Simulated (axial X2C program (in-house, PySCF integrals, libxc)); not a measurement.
## InSn: bond constants with and without spin–orbit coupling

All values were computed with an in-house all-electron X2C program for linear molecules (integrals from PySCF). Spin-free means the one-electron spin-free X2C Hamiltonian; two-component (2c) means X2C with spin–orbit coupling and atomic mean-field two-electron Coulomb and Gaunt terms, so the difference of the two also holds small scalar two-electron terms. Basis: Sn dyall-cv3z [11s12p9d4f1g], In dyall-cv3z [11s12p9d4f1g] (cores contracted in-house); Gaussian nuclei, density fitting, unrestricted open shells. Masses: Sn 119.902 u, In 114.904 u.

State, spin-free: M_S = 3/2, Λ = 0 (beyond evenly filled blocks: σα, π+α, π-α); electrons by block: σα: 21, σβ: 20, π+α: 11, π+β: 10, π-α: 11, π-β: 10, δ+α: 4, δ+β: 4, δ-α: 4, δ-β: 4. Fragments: Sn + In.

State, 2c: Ω = 3/2 (⟨Sz⟩ = 1.49, ⟨Lz⟩ = 0.01 at PBE0); electrons by block: 1/2: 31, -1/2: 31, 3/2: 15, -3/2: 14, 5/2: 4, -5/2: 4. Fragments: Sn + In.

| Hamiltonian | level | Re (Å) | ωe (cm⁻¹) | Be (cm⁻¹) | De (eV) | D0 (eV) | μ (D) |
| --- | --- | --- | --- | --- | --- | --- | --- |
| spin-free | PBE0 | 2.837 | 146.8 | 0.03569 | 2.05 | 2.04 | 1.56 |
| spin-free | HF | 2.930 | 133.1 | 0.03347 | 1.25 | 1.25 | 2.72 |
| spin-free | MP2 | 2.870 | 147.7 | 0.03488 | 1.84 | 1.83 | n/a |
| spin-free | CCSD | 2.886 | 144.2 | 0.0345 | 1.76 | 1.75 | n/a |
| spin-free | CCSD(T) | 2.881 | 145.7 | 0.0346 | 1.86 | 1.85 | n/a |
| spin-free | B97-3 | 2.883 | 139.1 | 0.03456 | 1.88 | 1.87 | 1.73 |
| 2c | PBE0 | 2.841 | 145.8 | 0.0356 | n/a | n/a | 1.58 |
| 2c | HF | 2.934 | 132.1 | 0.03337 | n/a | n/a | 2.71 |
| 2c | MP2 | 2.876 | 146.1 | 0.03473 | n/a | n/a | n/a |
| 2c | CCSD | 2.891 | 142.8 | 0.03437 | n/a | n/a | n/a |
| 2c | CCSD(T) | 2.886 | 144.4 | 0.03449 | n/a | n/a | n/a |
| 2c | B97-3 | 2.888 | 137.6 | 0.03444 | n/a | n/a | 1.76 |

Correlated methods: 7 electrons correlated (number of frozen shells: Sn 4 s, 3 p, 2 d; In 4 s, 3 p, 2 d), 321 virtual spin orbitals or spinors in MP2, 90 natural virtuals in coupled cluster.

Dipoles are positive if In is the positive end.

The state is a single determinant with fixed occupations, the lowest that a limited PBE0 search found. De is counted from the lowest determinant-based energies of the atoms at the same level, without counterpoise correction. De is not given where an atomic determinant may have missed its ground term or J level, or where the truncated virtual space spoils (T). Density functionals use the spin component along the axis (collinear). Coupled cluster ran in a truncated set of natural virtual spinors; the MP2 energy of the rest was added. (T) has no such correction and the atoms are truncated less, which lowers De at CCSD(T) by a hundredth of an eV or more. Other states lie close and PBE0, whose exact exchange favours high spin, may order them wrongly; the determinant shown need not be the ground state. The nearest other spin-free determinant of the search, M_S = 1/2, Λ = 0, lies 0.35 eV up at the distance of the search. Without a current term, density functionals place determinants with orbital angular momentum somewhat too high. With several unpaired electrons one determinant need not be a pure state. This is the top spin component of a Σ state; components of lower Ω are not single determinants and can lie lower. With the outer-core shells frozen, correlated bond lengths of heavy atoms tend to come out a few hundredths of an ångström too long.

Rough cost a point (2c) on 1 thread(s) of a shared host, integrals apart: PBE0 2.8 s, HF 3 s, CCSD(T) 7 s, B97-3 3 s.

The whole task took 4.5 min on 1 thread of Arm Neoverse V1, on a shared host.
